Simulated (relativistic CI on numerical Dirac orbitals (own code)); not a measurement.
Ge+: sensitivity of the levels to the model

Base calculation: Dirac-Coulomb-Breit CI, separate exchange-only KLI orbitals for each configuration, QED by a radiative potential, valence Slater integrals scaled by 0.85, P86 correlation energy added to each configuration.

Configuration list (outside the closed core [Ar] 3d10): 4s²4p, 4s4p², 4s²5s, 4s²5p, 4s²4d, 4s²6s, 4s²5d, 4s²4f, 4p³, 4s4p4d, 4s²6p, 4s4p4f, 4s²6d, 4s²5f, 4s²5g, 4s²6f. Levels of other configurations are missing.

Variants: (1) valence Slater integrals scaled by 0.75; (2) no correlation estimate; (3) Breit term removed; (4) non-relativistic limit. Shifts of the energy above 4s²4p ²P°1/2, in cm⁻¹, for the lowest level and the first level of each name with at least 55 % of one term (blank where a level changes its place among those of its configuration and J or its character, or is not in the variant):

| Level | Base | Δ(1) | Δ(2) | Δ(3) | Δ(4) | Measured |
| --- | --- | --- | --- | --- | --- | --- |
| 4s²4p ²P°1/2 | 0.0 | 0.0 | 0.0 | 0.0 | 0.0 | 0.0 |
| 4s²4p ²P°3/2 | 1624.1 | +21.1 | -1.7 | +39.8 | -1624.1 | 1767.4 |
| 4s4p² ⁴P1/2 | 48506.4 | +1361.1 | -651.3 | +14.8 | -2682.0 | 51575.9 |
| 4s4p² ⁴P3/2 | 49175.7 | +1351.7 | -651.4 | +31.0 | -3351.3 | 52290.9 |
| 4s4p² ⁴P5/2 | 50212.6 | +1326.2 | -651.9 | +55.5 | -4388.2 | 53366.7 |
| 4s4p² ²D3/2 | 66388.5 | -188.6 | -1520.6 | +48.8 | -3121.6 | 65015.7 |
| 4s4p² ²D5/2 | 66562.3 | -191.1 | -1535.7 | +54.0 | -3295.5 | 65184.7 |
| 4s²5s ²S1/2 | 68036.1 | -978.8 | -3244.6 | +59.6 | -242.2 | 62403.0 |
| 4s²5p ²P°1/2 | 84135.4 | -950.7 | -3848.1 | +59.7 | -507.2 | 79006.9 |
| 4s²5p ²P°3/2 | 84474.2 | -952.8 | -3848.0 | +66.9 | -845.9 | 79366.5 |
| 4s²4d ²D3/2 | 85650.0 | -1824.5 | -2510.1 | +69.2 | -1495.6 | 80836.9 |
| 4s²4d ²D5/2 | 85815.5 | -1837.6 | -2501.8 | +72.2 | -1661.0 | 81012.6 |
| 4s4p² ²S1/2 | 85830.9 | -2922.1 | -665.7 | +38.2 | -3821.6 | 85890.6 |
| 4s4p² ²P1/2 | 95898.1 | -4161.4 | -514.5 | +27.0 | -3140.4 | 91016.2 |
| 4s4p² ²P3/2 | 96963.8 | -4177.5 | -657.0 | +52.9 | -4206.2 | 92122.7 |
| 4s²6s ²S1/2 | 100212.9 | -993.5 | -5144.5 | +68.1 | -604.9 | 94784.4 |
| 4s²5d ²D3/2 | 105618.4 | -1226.5 | -4589.1 | +73.0 | -946.6 | 100090.0 |
| 4s²5d ²D5/2 | 105656.1 | -1230.4 | -4588.8 | +74.9 | -984.3 | 100130.8 |
| 4s²6p ²P°1/2 | 106535.5 | -973.7 | -5279.9 | +68.0 | -666.2 |  |
| 4s²6p ²P°3/2 | 106673.0 | -974.0 | -5279.8 | +71.0 | -803.7 |  |
| 4s²4f ²F°7/2 | 107286.2 | -913.0 | -7320.5 | +73.4 | -829.4 | 100317.3 |
| 4s²4f ²F°5/2 | 107287.5 | -913.1 | -7320.7 | +73.4 | -830.7 | 100318.0 |

For a near-neutral ion this model can misplace configurations by up to about 10,000 cm⁻¹ (more where the count of f electrons changes) and terms by 10 to 25 % of their spread. Rates follow the energies as ν³ (E1, M1) or ν⁵ (E2), so they and the lifetimes can be off by large factors. The fine structure of a lone outer electron comes out too small, for d and f at times inverted, and misplaced configurations move strength between like terms. 19 of the 19 excited levels that our extract of the measured tables holds in this range could be paired (the sources list more); they are missed by 4101 cm⁻¹ on average and 6970 at most, and levels without a partner can miss by more.

Measured levels: NIST Handbook of Basic Atomic Spectroscopic Data (Sansonetti and Martin, J. Phys. Chem. Ref. Data 34, 1559 (2005)).

Ionisation energy from the two ground configurations alone: base 16.17 eV; no correlation estimate 15.26 eV; Breit term removed 16.18 eV. The NIST ASD value (measured) is 15.9346 eV.
